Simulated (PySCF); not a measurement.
Excitation energy of Pd⁺ by level of theory

Pd⁺ [Kr] 4d9 (2D) → Pd⁺ [Kr] 4d8 5p1 (high-spin determinant), as a difference of total energies. All numbers are calculated (PySCF 2.14, scalar relativity through the core potential, in aug-cc-pwCVDZ-PP with ECP28MDF (6s6p5d3f, 70 functions)). Correlated levels: valence and next inner shell: nothing frozen outside the core potential. The calculations carry no spin-orbit coupling.

```
                                method  excitation energy (cm⁻¹)
                                   UHF                     57753
    MP2 (valence and next inner shell)                     67961
SCS-MP2 (valence and next inner shell)                     67399
   CCSD (valence and next inner shell)                     64804
CCSD(T) (valence and next inner shell)                     65160
```

The determinant of the upper state mixes LS terms, which raises its energy above the lowest term, most at the Hartree-Fock and MP2 levels.
